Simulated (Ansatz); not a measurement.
## One elementary step

Start structure (Al$_{2}$BH$_{4}$Cl$_{3}$O$_{5}$, singlet), relaxed at PBE0-D4/def2-TZVP:

```
15
angstrom
B -1.6585 0.8696 0.7307
Cl -1.3993 -0.9101 1.1898
Cl -1.6715 1.0191 -1.2038
Cl -3.1111 1.5663 1.4848
H -0.0593 1.5747 1.8551
O -0.4141 1.6429 0.9624
Al 0.5491 1.3588 -0.6224
O 1.1643 2.8168 -1.1878
O 1.2679 -0.1420 -0.5138
Al 0.6777 -1.7208 -0.2683
O 1.3556 -2.7604 0.8911
O -0.1932 -2.4054 -1.5541
H 1.9306 2.8927 -1.7521
H 1.9965 -2.4727 1.5370
H -0.4349 -3.3296 -1.5486
```

The step: Al₂BH₄Cl₃O₅ ([OH][Al]1([OH])[O][Al]2([OH])[OH][B]([Cl])([Cl]1)[Cl]2) → Al₂BH₄Cl₃O₅ ([OH][Al]([OH])([ClH])[O][Al]1([OH])[O][B]([Cl])[Cl]1); bonds formed: Cl2–H5; dative contacts that become bonds: B1–O6; bonds broken: B1–Cl2, H5–O6. Program: Ansatz 0.2.0. Basis: def2-TZVPP and def2-QZVPP. Cores are frozen in the correlated methods. Extrapolation: Hartree–Fock as exp(−7.88 √X), correlation as X^−2.97. Energies below are by CCSD(T) at an estimated basis limit (MP2 extrapolated from triple and quadruple zeta, plus CCSD(T) − MP2 in triple zeta).

(1) What are the electronic barrier and the energy of the step, from the start structure to the end structure? (Judge from chemistry; the value comes from the calculation.)

No T1 diagnostic of these runs exceeds 0.013.

## Answers

(1) The calculation gives: Barrier 86.1 kJ/mol; step energy 27.9 kJ/mol (uphill); reverse barrier, their difference, 58.2 kJ/mol. Barrier and step energy count from the start structure, the reverse barrier from the end structure.

The saddle point: One imaginary mode of 203i cm⁻¹.
```tsv
pair	start (Å)	saddle (Å)	end (Å)
B1–O6	1.48	1.41	1.32
Cl2–H5	2.90	2.06	1.33
B1–Cl2	1.86	2.78	3.80
H5–O6	0.96	1.01	1.70
```

Zero-point energy (harmonic, PBE0-D4): ZPE is 186.4 kJ/mol at the start and 182.3 kJ/mol at the saddle, so the barrier goes from 86.1 to 81.9 kJ/mol.

The step is the kind of ligand exchange by which a precursor binds to a hydroxyl group, or is hydrolysed, in atomic layer deposition of oxides. Here a small cluster stands in for the surface site.

Labels in which every atom is bracketed show which atoms are joined, not bond orders.

For scale, one of the runs: CCSD(T)/def2-TZVPP, 452 basis functions, launched by `ansatz run in.yaml --threads 4 --pin off --events-out ev --progress --plain --max-ram 66560MiB --backend cuda --devices 0, --max-vram 37GiB`. Hardware: 4 CPU threads of an AMD EPYC 7R13 and a share of one NVIDIA H100, shared host. Wall time 44 s; peak host memory 1.1 GiB.
